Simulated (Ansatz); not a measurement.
Basis-set extrapolation for `CNBB(O)S` (PBE0-D4/def2-TZVP geometry, frozen core, the Gaussian-basis code of Ansatz). Multiplicity 1, RHF reference.

|  | def2-TZVPP | def2-QZVPP |
| --- | --- | --- |
| HF | -618.367449 | -618.388983 |
| MP2 correlation | -1.000271 | -1.073944 |
| CCSD(T) correlation | -1.096824 | not run |

Energies in hartree. Use E(X) = E(∞) + A·exp(−7.88·√X) for Hartree–Fock and E(X) = E(∞) + B·X^(−2.97) for correlation, with X = 3 and 4, and add CCSD(T) minus MP2 of the smaller set to the MP2 limit.

What is the CCSD(T) energy at the basis-set limit?

HF limit: -618.388983 + (-0.021534) × 0.13774 = -618.39195. MP2 limit: -1.073944 + (-0.073673) × 0.74074 = -1.12852. Higher-order term: -1.096824 − (-1.000271) = -0.09655. Total: -619.61702 hartree, 401.0 kJ/mol below CCSD(T)/def2-TZVPP.
